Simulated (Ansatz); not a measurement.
`C=C[CH2][SnH3]` → `C=[CH][SnH3]` + `[CH2]` (triplet) at 298.15 K and 1 bar (formal loss of a carbene).

Isolated molecules relaxed with PBE0-D4/def2-TZVP in Ansatz; ΔE leaves out vibrations. CCSD(T)/CBS is the MP2 limit (def2-TZVPP, def2-QZVPP) plus CCSD(T) − MP2 in def2-TZVPP, frozen cores. This one scheme is used for every species. Triplets are unrestricted, without spin–orbit coupling. Elements past krypton have def2 core potentials. For Sn outer-core shells are correlated without core-valence functions, which leaves a few kJ/mol of doubt a bond. Each species was taken in one conformer, which may not be the lowest.

```csv
species,CCSD(T)/CBS energy (Eh),H − E (kJ/mol),S (J/(mol·K))
`C=C[CH2][SnH3]`,-332.95040,256.6,347.6
`C=[CH][SnH3]`,-293.68430,179.2,314.0
`[CH2]` (triplet),-39.09499,55.4,195.3
```

H − E and S are ideal-gas, rigid-rotor, harmonic terms from PBE0-D4/def2-TZVP, for one conformer and one mirror image of each species, with the whole ground term of open shells counted as degenerate. 1 Eh = 2625.50 kJ/mol, R = 8.31446 J/(mol·K).

Q: By hand: ΔE, ΔH, ΔS and ΔG.

A: ΔE = (-293.68430) + (-39.09499) − (-332.95040) = 0.17111 Eh = 449.2 kJ/mol. Δ(H − E) = 179.2 + 55.4 − 256.6 = -22.0, so ΔH = 427.2 kJ/mol. ΔS = 314.0 + 195.3 − 347.6 = 161.7 J/(mol·K). ΔG = 427.2 − 298.15 × (161.7)/1000 = 379.0 kJ/mol.

Q: By hand: the equilibrium constant, and the temperature at which ΔG would vanish if ΔH and ΔS stayed fixed.

A: log₁₀ K = −ΔG/(RT ln 10) = -66.4. ΔG = 0 at ΔH/ΔS = 2642 K, far beyond where these terms or the molecules hold.

The number of gas molecules changes by +1, which sets the sign of ΔS. A doubt of 5 kJ/mol in ΔE shifts log₁₀ K by 0.9 here. Other conformers and mirror images would add mixing entropy, several J/(mol·K) or more a flexible species. A triplet takes part, so the spin changes. These are equilibria of isolated gas molecules and say nothing of rates. Largest T1 diagnostic: 0.013 (customary marks: 0.02 for closed shells, 0.045 for open ones).
